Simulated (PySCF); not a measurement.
## Radial density of As⁺ (arsenic, charge +1)

UHF, [Ar] 3d10 4s2 4p2, high-spin 3P determinant. All numbers are calculated (PySCF 2.14, the spin-free X2C one-electron Hamiltonian (Gaussian nucleus), in jorge-DZP-DKH).

```
r (bohr)  4πr²ρ (e/bohr)  4πr²(ρα − ρβ)
0.000751          0.3037         0.0000
 0.00126          0.7388         0.0000
 0.00212           1.779         0.0000
 0.00357           4.171         0.0000
 0.00601           9.234         0.0000
  0.0101           18.54         0.0001
  0.0170           31.50         0.0010
  0.0286           40.55         0.0060
  0.0481           36.32         0.0243
  0.0809           34.55         0.0594
   0.136           47.51         0.0483
   0.229           32.26        -0.0219
   0.385           27.24         0.1132
   0.648           25.58         0.0278
    1.09           6.573         0.2907
    1.83           2.529         1.0162
    3.08          0.7142         0.4597
    5.18         0.03435         0.0308
```

Densities and radii are taken from the X2C orbitals without a picture-change correction, which distorts them close to the nucleus.

(1) Where is the radial spin density 4πr²(ρα − ρβ) most negative, and why is it negative at all?

## Answers

(1) Around r = 0.229 bohr, down to -0.0219 e/bohr: exchange with the open shell polarises the paired shells in an unrestricted calculation.
